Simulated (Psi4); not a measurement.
C$_{5}$H$_{13}$AlO, charge -1, doublet, geometry from GFN2-xTB (such geometries of metal compounds can be far from the true shape) (a state made from the parent by changing its charge; the spin is typed, not shown lowest) (a gas-phase anion, which may not be bound at this level); TPSS/STO-3G run with Psi4.

Psi4 was given this input:
```
memory 2 GB

molecule mol {
-1 2
Al    0.588345    0.299312    1.328476
C    -1.025172   -0.536129    2.432823
H    -0.952250   -1.631377    2.514470
H    -2.045794   -0.333876    2.073930
H    -0.995603   -0.162865    3.465777
C     0.044238    2.354113    1.270035
H     0.751349    2.955583    0.678584
H     0.079685    2.774095    2.284659
H    -0.954331    2.604601    0.880587
O     0.611741   -0.352680   -0.272316
C     0.414346   -0.788177   -1.557290
C     0.180179    0.393653   -2.509520
C    -0.771039   -1.761235   -1.633848
H     1.321691   -1.329844   -1.904557
H    -0.706852    0.933341   -2.187574
H     0.052038    0.053617   -3.538497
H     1.027812    1.072853   -2.456694
H    -0.596098   -2.595444   -0.958659
H    -1.670688   -1.245031   -1.308328
H    -0.908687   -2.138619   -2.648563
}

set {
  basis sto-3g
  reference uks
}

energy('tpss')
print_variables()
```

Q: Predict the main parts of the log of this Psi4 run.

A: 
```
   => Loading Basis Set <=

    Name: STO-3G
    Role: ORBITAL
    Keyword: BASIS

         ---------------------------------------------------------
                                   SCF
               by Justin Turney, Rob Parrish, Andy Simmonett
                          and Daniel G. A. Smith
                              UKS Reference
         ---------------------------------------------------------

  ==> Geometry <==

    Molecular point group: c1
    Full point group: C1

    Geometry (in Angstrom), charge = -1, multiplicity = 2:

       Center              X                  Y                   Z               Mass
    ------------   -----------------  -----------------  -----------------  -----------------
         AL           0.535550478030     0.304945835866     1.290692028921    26.981538530000
         C           -1.077966521970    -0.530495164134     2.395039028921    12.000000000000
         H           -1.005044521970    -1.625743164134     2.476686028921     1.007825032230
         H           -2.098588521970    -0.328242164134     2.036146028921     1.007825032230
         H           -1.048397521970    -0.157231164134     3.427993028921     1.007825032230
         C           -0.008556521970     2.359746835866     1.232251028921    12.000000000000
         H            0.698554478030     2.961216835866     0.640800028921     1.007825032230
         H            0.026890478030     2.779728835866     2.246875028921     1.007825032230
         H           -1.007125521970     2.610234835866     0.842803028921     1.007825032230
         O            0.558946478030    -0.347046164134    -0.310099971079    15.994914619570
         C            0.361551478030    -0.782543164134    -1.595073971079    12.000000000000
         C            0.127384478030     0.399286835866    -2.547303971079    12.000000000000
         C           -0.823833521970    -1.755601164134    -1.671631971079    12.000000000000
         H            1.268896478030    -1.324210164134    -1.942340971079     1.007825032230
         H           -0.759646521970     0.938974835866    -2.225357971079     1.007825032230
         H           -0.000756521970     0.059250835866    -3.576280971079     1.007825032230
         H            0.975017478030     1.078486835866    -2.494477971079     1.007825032230
         H           -0.648892521970    -2.589810164134    -0.996442971079     1.007825032230
         H           -1.723482521970    -1.239397164134    -1.346111971079     1.007825032230
         H           -0.961481521970    -2.132985164134    -2.686346971079     1.007825032230

  Running in c1 symmetry.

  Rotational constants: A =      0.09190  B =      0.04069  C =      0.03253 [cm^-1]
  Rotational constants: A =   2754.97937  B =   1219.79599  C =    975.10403 [MHz]
  Nuclear repulsion =  363.223766214920147

  Charge       = -1
  Multiplicity = 2
  Electrons    = 65
  Nalpha       = 33
  Nbeta        = 32

  ==> Algorithm <==

  SCF Algorithm Type is DF.
  DIIS enabled.
  MOM disabled.
  Fractional occupation disabled.
  Guess Type is SAD.
  Energy threshold   = 1.00e-06
  Density threshold  = 1.00e-06
  Integral threshold = 1.00e-12

  ==> Primary Basis <==

  Basis Set: STO-3G
    Blend: STO-3G
    Number of shells: 36
    Number of basis functions: 52
    Number of Cartesian functions: 52
    Spherical Harmonics?: true
    Max angular momentum: 1

  ==> DFT Potential <==

   => LibXC <=

    Version 7.1.2
    S. Lehtola, C. Steigemann, M. J. T. Oliveira, and M. A. L. Marques,  SoftwareX 7, 1–5 (2018) (10.1016/j.softx.2017.11.002)

   => Composite Functional: TPSS <=

    TPSS Meta-GGA XC Functional

    J. Tao, et al., Phys. Rev. Lett., 91, 146401, 2003

    Deriv               =              1
    GGA                 =           TRUE
    Meta                =           TRUE

    Exchange Hybrid     =          FALSE
    MP2 Hybrid          =          FALSE

   => Exchange Functionals <=

    1.0000   XC_MGGA_X_TPSS

   => Correlation Functionals <=

    1.0000   XC_MGGA_C_TPSS

   => LibXC Density Thresholds  <==

    XC_MGGA_C_TPSS:  1.00E-15
    XC_MGGA_X_TPSS:  1.00E-15

   => Molecular Quadrature <=

    Radial Scheme          =       TREUTLER
    Pruning Scheme         =           NONE
    Nuclear Scheme         =       TREUTLER

    Blocking Scheme        =         OCTREE
    BS radius alpha        =              1
    Pruning alpha          =              1
    Radial Points          =             75
    Spherical Points       =            302
    Total Points           =         421243
    Total Blocks           =           3132
    Max Points             =            256
    Max Functions          =             49
    Weights Tolerance      =       1.00E-15

   => Loading Basis Set <=

    Name: (STO-3G AUX)
    Role: JKFIT
    Keyword: DF_BASIS_SCF

  ==> Integral Setup <==

  SCF_SUBTYPE=INCORE selected. In-core MEM_DF algorithm will be used.
  Using in-core AOs.

  ==> MemDFJK: Density-Fitted J/K Matrices <==

    J tasked:                   Yes
    K tasked:                    No
    wK tasked:                   No
    Algorithm:                 Core
    Schwarz Cutoff:           1E-12
    Mask sparsity (%):       2.2189
    Fitting Condition:        1E-10

   => Auxiliary Basis Set <=

  Basis Set: (STO-3G AUX)
    Blend: DEF2-UNIVERSAL-JKFIT
    Number of shells: 266
    Number of basis functions: 814
    Number of Cartesian functions: 953
    Spherical Harmonics?: true
    Max angular momentum: 4

  Minimum eigenvalue in the overlap matrix is 2.0584111186E-01.
  Reciprocal condition number of the overlap matrix is 8.2064974432E-02.
    Using symmetric orthogonalization.

  ==> Pre-Iterations <==

  SCF Guess: Superposition of Atomic Densities via on-the-fly atomic UHF (no occupation information).

   -------------------------
    Irrep   Nso     Nmo
   -------------------------
     A         52      52
   -------------------------
    Total      52      52
   -------------------------

  ==> Iterations <==

                           Total Energy        Delta E     RMS |[F,P]|

   @DF-UKS iter SAD:  -505.79932404302167   -5.05799e+02   0.00000e+00
   @DF-UKS iter   1:  -509.55506079627150   -3.75574e+00   7.30958e-03 DIIS/ADIIS
   @DF-UKS iter   2:  -509.30943333935267    2.45627e-01   1.47894e-02 DIIS/ADIIS
   @DF-UKS iter   3:  -509.64371618079923   -3.34283e-01   2.08079e-03 DIIS/ADIIS
   @DF-UKS iter   4:  -509.65114123007299   -7.42505e-03   5.89483e-04 DIIS/ADIIS
   @DF-UKS iter   5:  -509.65178724267457   -6.46013e-04   6.48573e-05 DIIS
   @DF-UKS iter   6:  -509.65179638978293   -9.14711e-06   2.32122e-05 DIIS
   @DF-UKS iter   7:  -509.65179735130010   -9.61517e-07   3.69220e-06 DIIS
   @DF-UKS iter   8:  -509.65179738454589   -3.32458e-08   1.22342e-06 DIIS
   @DF-UKS iter   9:  -509.65179738771843   -3.17254e-09   3.80955e-07 DIIS
  Energy and wave function converged.

  ==> Post-Iterations <==

   Electrons on quadrature grid:
      Nalpha   =   33.0000022169 ; deviation = 2.217e-06
      Nbeta    =   32.0000020705 ; deviation = 2.070e-06
      Ntotal   =   65.0000042874 ; deviation = 4.287e-06

   @Spin Contamination Metric:   1.049499242E-03
   @S^2 Expected:                7.500000000E-01
   @S^2 Observed:                7.510494992E-01
   @S   Expected:                5.000000000E-01
   @S   Observed:                5.000000000E-01

    Orbital Energies [Eh]
    ---------------------

    Alpha Occupied:

[...]
    Alpha Virtual:

[...]
      52A      0.789707

    Beta Occupied:

[...]
    Beta Virtual:

[...]
    Final Occupation by Irrep:
              A
    DOCC [    32 ]
    SOCC [     1 ]
    NA   [    33 ]
    NB   [    32 ]

  @DF-UKS Final Energy:  -509.65179738771843

   => Energetics <=

    Nuclear Repulsion Energy =            363.2237662149201469
    One-Electron Energy =               -1437.4194165354288089
    Two-Electron Energy =                 624.6017518191947602
    DFT Exchange-Correlation Energy =     -60.0578988864044376
    Empirical Dispersion Energy =           0.0000000000000000
    VV10 Nonlocal Energy =                  0.0000000000000000
    Total Energy =                       -509.6517973877184318

  UHF NO Occupations:
  HONO-2 :   31  A 1.9998860
  HONO-1 :   32  A 1.9996536
  HONO-0 :   33  A 1.0000000
  LUNO+0 :   34  A 0.0003464
  LUNO+1 :   35  A 0.0001140
  LUNO+2 :   36  A 0.0000366
  LUNO+3 :   37  A 0.0000063

Computation Completed

Properties will be evaluated at   0.000000,   0.000000,   0.000000 [a0]

Properties computed using the SCF density matrix

 Multipole Moments:

 ------------------------------------------------------------------------------------
     Multipole            Electronic (a.u.)      Nuclear  (a.u.)        Total (a.u.)
 ------------------------------------------------------------------------------------

 L = 1.  Multiply by 2.5417464519 to convert [e a0] to [Debye]
 Dipole X            :          6.7814634           -6.3851057            0.3963577
 Dipole Y            :         -1.4455776            0.6813700           -0.7642075
 Dipole Z            :          2.9784198           -4.5696963           -1.5912765
 Magnitude           :                                                    1.8092190

 ------------------------------------------------------------------------------------

  Variable Map:
  ----------------------------------------------------------------------------
[...]
  Array Variable Map:
  ----------------------------------------------------------------------------
[...]
[...]
```
